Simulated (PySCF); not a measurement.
Here is a job for PySCF.
```python
from pyscf import gto, scf, dft

mol = gto.M(
    atom='''
Si    1.738944   -0.332946    0.096580
O    -0.075498    0.025167   -0.011405
Si   -1.618055    0.305746   -0.087132
H     1.780350   -0.830226   -1.289478
H     2.056657    1.077496    0.379428
H     1.544811   -1.278606    1.209485
H    -2.364984   -0.455585    0.947663
H    -2.181036   -0.078457   -1.407411
H    -1.924252    1.744843    0.119277
''',
    basis='sto-3g',
    charge=0,
    spin=2,
    verbose=4,
)

mf = dft.ROKS(mol)
mf.xc = 'b3lyp'
mf.kernel()
```

**Question.** What does this run give for the nuclear repulsion energy, number of basis functions, Mulliken (on the basis functions themselves) charges in atom order, dipole moment?

**Answer.** 
| Property | Result |
|---|---|
| nuclear repulsion energy | 153.9179 Eh |
| number of basis functions | 29 |
| Mulliken (on the basis functions themselves) charges in atom order | Si1 0.38, O2 -0.25, Si3 0.66, H4 -0.15, H5 -0.15, H6 -0.14, H7 -0.10, H8 -0.13, H9 -0.13 |
| dipole moment | 2.50 D |

These values belong to the state on which the SCF converged, which isn't shown to be the lowest.
